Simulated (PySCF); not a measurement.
**Continuum solvent and chemical shifts**

Mapped SMILES: `[CH3:1][O:2][CH2:3][N+:4]#[C:5][CH2:6][O:7][C:8]([F:9])([F:10])[F:11]` (H(Xn): hydrogen on atom n).

GIAO PBE0/pcSseg-1 in PySCF on one PBE0-D3(BJ)/def2-SVP conformer, non-relativistic, equivalent nuclei averaged. Solvents enter as an IEF-PCM continuum (benzene with ε = 2.3, chloroform with ε = 4.7) around the gas-phase geometry. Shifts are referred to TMS, CFCl3 computed in the same medium.

In benzene, δ in ppm: C8 126.8, C5 119.5, C3 87.9, C1 62.4, C6 51.8, F9/F10/F11 -78.1, H(C3) 5.67, H(C6) 5.48, H(C1) 3.90. Dipole moment 8.00 D.

Problem. How does each δ change in the more polar medium?

Solution. 
| atoms | environment | Δδ, chloroform |
| --- | --- | --- |
| C8 | CF3 carbon | +0.3 |
| C5 | nitrilium-type carbon | 0.0 |
| C3 | sp3 CH2 bonded to N and O | +0.1 |
| C1 | methyl carbon bonded to O | 0.0 |
| C6 | sp3 CH2 bonded to O, α to a nitrile | +0.6 |
| F9/F10/F11 | fluorine of an OCF3 group | -0.3 |
| H(C3) | hydrogen on an sp3 CH2 bonded to N and O | +0.03 |
| H(C6) | hydrogen on an sp3 CH2 bonded to O, α to a nitrile | +0.07 |
| H(C1) | hydrogen on a methyl carbon bonded to O | -0.03 |

Changes are relative to benzene. The dipole moment becomes 8.11 D in chloroform.

Problem. Which nuclei move most (in ppm), and what does the model miss?

Solution. C6 (sp3 CH2 bonded to O, α to a nitrile, +0.6 ppm) in chloroform. A continuum only polarises the solute; specific hydrogen bonds, the anisotropy of aromatic solvents and changes of geometry or conformer are outside it, as are counter-ions.
